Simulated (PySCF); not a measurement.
HgC, PBE0: how much the basis matters

PySCF, UKS reference; triplet, unpaired electrons π ↑↑; De to Hg + C without counterpoise correction.

| basis | relativity | functions | Re (Å) | ωe (cm⁻¹) | De (eV) | μ (D) |
| --- | --- | --- | --- | --- | --- | --- |
| def2-SVP | scalar-relativistic core potentials | 46 | 2.189 | 353 | 0.69 | -2.55 |
| cc-pVDZ-PP/cc-pVDZ | scalar-relativistic core potentials | 52 | 2.154 | 372 | 0.72 | -2.38 |
| def2-SVPD | scalar-relativistic core potentials | 55 | 2.179 | 362 | 0.73 | -2.60 |
| x2c-TZVPPall | spin-free X2C | 128 | 2.130 | 397 | 0.83 | -2.59 |

**Question.** How does each smaller set differ from the one with most functions, x2c-TZVPPall?

**Answer.** def2-SVP: +5.9 pm, -11.1 % in ωe, -0.14 eV in De; cc-pVDZ-PP/cc-pVDZ: +2.4 pm, -6.3 % in ωe, -0.11 eV in De; def2-SVPD: +4.9 pm, -8.8 % in ωe, -0.10 eV in De. All at PBE0; the set with most functions is neither the basis-set limit nor always the best. The rows treat relativity differently, so the differences are not basis effects alone.

A positive dipole means Hg(−)C(+). Spin–orbit coupling is left out, which matters for elements this heavy, above all for dissociation energies. The state was picked by a PBE0 search and need not be the measured ground state.
